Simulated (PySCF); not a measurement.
C₅H₈BN: full NMR table

```
Formula                               : C5H8BN
SMILES                                : CBn1cccc1
Point group of the computed structure : C1
Carbon signals                        : 3
Proton signals                        : 4
```

Structure with atom numbers: `[CH3:1][BH:2][n:3]1[cH:4][cH:5][cH:6][cH:7]1`; H(Xn) means a hydrogen on atom n.

- NMR shieldings at WP04/pcSseg-2/GIAO
- spin–spin couplings from B3LYP/pcJ-1 (spin–dipole term only in couplings to heteroatoms)
- geometry from PBE0-D3(BJ)/def2-SVP
- code: PySCF 2.14
- non-relativistic Hamiltonian, rapidly exchanging positions averaged, no solvent, one computed conformer

References, each an isolated molecule treated in the same way: TMS for $^{1}$H and $^{13}$C; BF3·OEt2 for $^{11}$B; NH3 for $^{15}$N.

| carbon | δC, type | δH (multiplicity, J in Hz) | HMBC from (abs. J ≥ 3 Hz) | span of the C tensor (ppm) |
| --- | --- | --- | --- | --- |
| C1 | 2.8, CH3 | 0.88 (s) | H(B2) | 19 |
| C4/C7 | 134.6, CH | 6.90 (m) | H(C4)/H(C7), H(C5)/H(C6), H(B2) | 167 |
| C5/C6 | 124.5, CH | 6.35 (m) | H(C4)/H(C7), H(C5)/H(C6) | 186 |

Other nuclei:
```tsv
atoms	nucleus	environment	δ (ppm)	σ (ppm)
H(B2)	$^{1}$H	hydrogen on a boron bonded to C, N	5.27	26.34
B2	$^{11}$B	boron bonded to C, N, H	52.3	41.9
N3	$^{15}$N	pyrrole-type ring nitrogen	223.0	21.7
```

Selected couplings (Hz, signed; the shortest-range and largest first, 30 at most; isotopes $^{13}$C, $^{1}$H, $^{11}$B, $^{15}$N): $^{1}J$(C4,H(C4)) 196.6, $^{1}J$(C5,H(C5)) 179.7, $^{1}J$(B2,H(B2)) 141.3, $^{1}J$(C1,H(C1)) 125.1, $^{1}J$(C4,C5) 74.7, $^{1}J$(C1,B2) 58.5, $^{1}J$(B2,N3) -25.2, $^{1}J$(N3,C4) -11.4, $^{2}J$(N3,H(C4)) -6.1, $^{2}J$(B2,H(C1)) -5.4, $^{2}J$(N3,H(B2)) -3.9, $^{2}J$(N3,C5) -3.2, $^{2}J$(B2,C4) 2.8, $^{2}J$(C4,C6) 2.3, $^{2}J$(C1,N3) -1.0, $^{3}J$(N3,H(C5)) -4.8, $^{3}J$(H(C1),H(B2)) 4.1, $^{3}J$(H(C4),H(C5)) 3.7, $^{3}J$(B2,C5) 3.5, $^{3}J$(C1,C4) 2.8, $^{3}J$(B2,H(C4)) 2.1, $^{3}J$(N3,H(C1)) -2.0, $^{4}J$(H(C4),H(C6)) 1.1.

- δC 134.6: aromatic CH next to a ring nitrogen.
- δC 124.5: aromatic CH.
- δH 6.90: hydrogen on an aromatic CH next to a ring nitrogen; aromatic region.
- δH 6.35: hydrogen on an aromatic CH; ring-current deshielding.
- δH 0.88: hydrogen on a methyl carbon bonded to B.
- The protons at 0.88 and 5.27 share a coupling of 4.1 Hz (vicinal).

Hydrogens on boron are broadened and split by $^{11}$B (spin 3/2, 80 %) and 10B (spin 3). A carbon bonded to boron is broadened by the quadrupolar boron nucleus and is often missing from a measured spectrum. Multiplet labels drop couplings under 1 Hz and merge nearly equal ones. Couplings among chemically equivalent protons are left out too, so labels in AA′BB′ or AA′XX′ sets are apparent multiplicities. Unscaled 3J(H,H) at this level run about 10 % above measured values. Shifts are as computed. Against solution values, carbons near 30 ppm lie about +4 ppm off and those near 130 ppm about +9 ppm. Of 1309 compounds with measured shifts, 239 miss one by over three times the rms of a fit or turn the order of signals round; such compounds aren't used in these exercises. Experimental scales use liquid or dissolved standards, which lie at an offset from isolated NH3 (liquid NH3: subtract about 20 ppm). Unscaled 15N shifts of sp2 nitrogen come out 20 to 40 ppm too high even then.
